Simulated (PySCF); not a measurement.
# Stretching KTe

Set-up: K def2-SVP, Te def2-SVP with ECP28; scalar-relativistic core potentials (PySCF 2.14). Energies in eV from K + Te in their ground configurations at the same level. State: ²Π (doublet), unpaired electrons π ↑.

All columns are PBE0. A positive dipole means K(−)Te(+).

```tsv
R (Å)	E (eV)	μ (D)	Mulliken charge on K (basis-dependent)	HOMO (eV)	LUMO (eV)	Mayer bond order	⟨S²⟩
2.743	-1.693	-9.03	0.63	-4.53	-2.59	0.69	0.75
2.870	-1.970	-9.49	0.63	-4.42	-2.47	0.68	0.75
2.998	-2.116	-9.95	0.62	-4.31	-2.36	0.69	0.75
3.093	-2.166	-10.28	0.61	-4.23	-2.29	0.70	0.75
3.189	-2.179	-10.62	0.60	-4.16	-2.22	0.72	0.75
3.285	-2.164	-10.95	0.59	-4.09	-2.15	0.72	0.75
3.412	-2.113	-11.39	0.58	-4.01	-2.06	0.73	0.75
3.572	-2.017	-11.94	0.58	-3.91	-1.95	0.73	0.76
3.763	-1.873	-12.58	0.58	-3.80	-1.86	0.72	0.76
4.018	-1.658	-13.40	0.58	-3.68	-2.01	0.70	0.76
```

A fit through these points gives, at Re = 3.180 Å, μ = -10.59 D and dμ/dR = -3.48 D/Å; the reduced mass is 29.97 u.

**Question.** How strong is the fundamental in the double-harmonic approximation, I = 42.26·(dμ/dR)²/μred km/mol?

**Answer.** I = 42.26·(-3.48)²/29.97 = 17.1 km/mol at PBE0.

These are scalar-relativistic numbers at best; spin–orbit coupling would shift them, the dissociation energy most. The state is the lowest determinant that a PBE0 search found; another state may lie lower at other levels.
